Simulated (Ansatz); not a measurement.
Reaction (ligand exchange at a Ge–C bond): `[BH2][GeH2][C](C)=N` + H–F → `[BH2][GeH2][F]` + `CC=N`

Calculated with Ansatz (gas phase, PBE0-D4/def2-TZVP geometries, no zero-point term in ΔE). CCSD(T)/CBS is the MP2 limit (def2-TZVPP, def2-QZVPP) plus CCSD(T) − MP2 in def2-TZVPP, frozen cores. This one scheme is used for every species. Functionals use def2-TZVPP. For Ge outer-core shells are correlated without core-valence functions, which leaves a few kJ/mol of doubt a bond. Scalar relativity is left out up to krypton. Each species was taken in one conformer, which may not be the lowest.

`[BH2][GeH2][C](C)=N`:

Cartesian coordinates in Å:
```
B 1.948 1.104 -0.554
Ge 0.629 0.598 0.934
C -0.646 -0.781 0.249
C -1.555 -0.375 -0.867
N -0.703 -1.957 0.710
H 3.121 0.899 -0.467
H 1.529 1.586 -1.565
H -0.200 1.834 1.347
H 1.262 -0.014 2.198
H -0.976 -0.038 -1.732
H -2.182 0.468 -0.561
H -2.190 -1.214 -1.158
H -0.036 -2.109 1.467
```

H–F:

Z-matrix (Å, degrees):
```
F
H 1 0.920
```

`[BH2][GeH2][F]`:

Cartesian coordinates in Å:
```
B 1.209 0.358 0.039
Ge -0.776 -0.161 0.011
F -0.979 -1.708 -0.784
H 2.046 -0.344 -0.438
H 1.532 1.390 0.546
H -1.654 0.818 -0.791
H -1.379 -0.352 1.416
```

`CC=N`:

Cartesian coordinates in Å:
```
C 0.128 0.334 -0.738
C -0.504 -0.181 0.513
N 0.063 -0.721 1.504
H -0.092 1.399 -0.863
H 1.211 0.194 -0.728
H -0.288 -0.177 -1.611
H -1.592 -0.072 0.570
H 1.073 -0.775 1.354
```

CCSD(T)/CBS gives -63.6 kJ/mol.

**Question.** Another level gave -69.1 kJ/mol. Which?
A. PBE/def2-TZVPP
B. SCS-MP2/def2-TZVPP
C. ωB97X-V/def2-TZVPP
D. PBE-D4/def2-TZVPP

**Answer.** A. PBE -69.1, PBE-D4 -61.2, ωB97X-V -82.1, SCS-MP2/def2-TZVPP -75.0 kJ/mol.

Largest T1 diagnostic among the species: 0.014.

From PBE to PBE0 (25 % exact exchange), in def2-TZVPP and without D4, ΔE moves by −4.5 kJ/mol. The D4 term adds +12.5 kJ/mol with B3LYP and +7.1 kJ/mol with PBE0; it sums over pairs of atoms, weighted by their polarisabilities, and B3LYP, whose exchange is more repulsive, gets the larger term. In def2-TZVPP, CCSD(T) changes the Hartree–Fock value by +43.0 kJ/mol (the triples alone add +6.2 kJ/mol) and MP2 by +47.4 kJ/mol.

B3LYP here is the variant with VWN-RPA as its local correlation; programs differ in this.
